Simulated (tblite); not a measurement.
Species: C6H11O2 (doublet state).
Cartesian coordinates in Å at the GFN2-xTB level; atoms count from 1:
```xyz
19
C6H11O2 angstrom
C     -1.6363    0.3804   -0.5613
C     -0.6179   -0.1848    0.3524
C     -0.8637   -0.2936    1.8113
C      0.7357   -0.5187   -0.1747
C      0.7868   -1.0637   -1.5957
C      1.2719    0.8962   -0.0774
O      1.1060    1.7694   -0.8989
O      1.8750    1.1248    1.1109
H     -2.4978    0.7500   -0.0104
H     -1.9811   -0.3636   -1.2844
H     -1.2039    1.2031   -1.1398
H     -1.6564    0.3796    2.1336
H      0.0433   -0.0727    2.3753
H     -1.1654   -1.3130    2.0764
H      1.2801   -1.1580    0.5227
H      0.1683   -1.9538   -1.6788
H      0.4346   -0.3135   -2.2974
H      1.8099   -1.3232   -1.8562
H      2.1011    2.0644    1.1850
```

All values are computed: GFN2-xTB (tblite) harmonic vibrations without scaling, gas phase. This tight-binding method is rough: wavenumbers can miss measured ones by several per cent, in bad cases by 10 to 20. One conformer, not necessarily the lowest. Open shells enter through the occupations alone, without spin polarisation, and single modes of such species can be off by tens of per cent.

Harmonic wavenumbers (cm⁻¹): 53.5, 103.9, 111.5, 133.0, 175.1, 188.9, 229.9, 253.0, 312.2, 359.2, 390.8, 498.0, 547.2, 607.6, 652.2, 792.9, 820.1, 958.7, 980.1, 997.3, 1030.2, 1045.8, 1058.0, 1082.8, 1126.5, 1173.7, 1214.2, 1252.3, 1320.0, 1352.2, 1392.5, 1401.9, 1405.7, 1454.1, 1467.8, 1476.1, 1478.1, 1489.1, 1499.1, 1740.6, 2911.2, 2926.1, 2956.4, 2969.4, 2995.8, 3016.9, 3037.8, 3039.2, 3043.5, 3061.8, 3459.1.

A = 2324, B = 1890, C = 1511 MHz; mass 115.076 u (most abundant isotopes); point group C1, symmetry number 1; spin multiplicity 2.

Question: What is the zero-point energy?

Answer: Half the sum of the wavenumbers: 34522 cm⁻¹ = 412.97 kJ/mol.

Question: Give the ideal-gas entropy at 298.15 K and 1 bar in the rigid-rotor, harmonic-oscillator model (classical rotation).

Answer: Translation 168.04, rotation 118.29, vibration 122.50, spin (R ln 2) 5.76: S = 414.6 J/(mol K).

Question: And Cp and H(298.15 K) − H(0)?

Answer: Cp = 158.04 J/(mol K), of which vibrations give 124.78 (their classical limit is 51 R = 424.0); H(298.15 K) − H(0) = 29.45 kJ/mol without the zero-point energy, 19.53 from vibrations.

Question: How do the functions run with temperature in this model?

Answer: 
| T (K) | S (J/(mol K)) | Cp (J/(mol K)) | H − H(0) (kJ/mol) | G − H(0) (kJ/mol) | ln q(vib) |
| --- | --- | --- | --- | --- | --- |
| 100 | 289.7 | 82.2 | 5.47 | -23.50 | 1.50 |
| 200 | 359.4 | 121.5 | 15.75 | -56.12 | 4.22 |
| 300 | 415.6 | 158.7 | 29.74 | -94.93 | 6.90 |
| 500 | 514.1 | 230.7 | 68.93 | -188.12 | 12.05 |
| 800 | 640.1 | 304.9 | 150.20 | -361.85 | 19.32 |
| 1000 | 711.8 | 337.9 | 214.64 | -497.18 | 23.83 |

q(vib) and H(0) count from the zero-point level.

Question: Which modes carry the vibrational entropy at 298.15 K?

Answer: 53.5 cm⁻¹: 19.60; 103.9 cm⁻¹: 14.14; 111.5 cm⁻¹: 13.57; 133.0 cm⁻¹: 12.14; 175.1 cm⁻¹: 9.96; 188.9 cm⁻¹: 9.37 J/(mol K); the other 45 give 43.73 together.

Question: Blend soft modes into free rotors: weight 1/[1 + (100 cm⁻¹/ν̃)⁴] for the oscillator and the rest for a rotor with moment μB/(μ + B), μ = h/(8π²ν), B = 10⁻⁴⁴ kg m². What vibrational entropy results?

Answer: 115.64 J/(mol K) in place of 122.50, which changes −T·S at 298.15 K by +2.04 kJ/mol.

Hindered rotation and anharmonicity are outside this model. Other conformers, if any are populated, would add a mixing term that is left out. The structure is chiral; the term R ln 2 for an equal mix with its mirror image is left out.

The run took 0.6 s of wall time on one thread of an Arm Neoverse V1 (shared host). The figure is for the frequency step alone.
